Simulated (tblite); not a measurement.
Isomers of C8H9PS. Level: GFN2-xTB in tblite, geometry and Hessian alike; calculated harmonic values, unscaled, isolated species. Errors from tens to a few hundred cm⁻¹ against measured bands are possible. Modes of hydrogen on phosphorus can be 10 to 20 % off. One conformer each.

Electronic energies: GFN2-xTB at the same geometries; isomer energies are rough at this level and their order can be wrong.

```
            SMILES  electronic energy, lowest = 0 (kcal/mol)
 C=Cc1pc(C2CC2)cs1                                      65.1
   CC#CP(C)c1cccs1                                      73.6
S=[PH]1Cc2ccccc2C1                                       0.0
```

Problem. How do GFN2-xTB zero-point energies change the relative energies?

Solution. 
```json
{"SMILES": "S=[PH]1Cc2ccccc2C1", "ZPE (kcal/mol)": "89.7", "of it from modes above 1550 cm⁻¹": "42.1", "electronic (kcal/mol)": "0.0", "with ZPE, lowest = 0 (kcal/mol)": "0.0", "lowest mode (cm⁻¹)": "54", "rings": "2"}
{"SMILES": "C=Cc1pc(C2CC2)cs1", "ZPE (kcal/mol)": "89.8", "of it from modes above 1550 cm⁻¹": "42.1", "electronic (kcal/mol)": "65.1", "with ZPE, lowest = 0 (kcal/mol)": "65.2", "lowest mode (cm⁻¹)": "47", "rings": "2"}
{"SMILES": "CC#CP(C)c1cccs1", "ZPE (kcal/mol)": "87.4", "of it from modes above 1550 cm⁻¹": "42.5", "electronic (kcal/mol)": "73.6", "with ZPE, lowest = 0 (kcal/mol)": "71.2", "lowest mode (cm⁻¹)": "15i", "rings": "1"}
```

The zero-point energies span 2.4 kcal/mol, from `CC#CP(C)c1cccs1` to `C=Cc1pc(C2CC2)cs1`. Slightly imaginary modes are left out of the zero-point energy: `CC#CP(C)c1cccs1` 15.3i cm⁻¹. The order is unchanged.
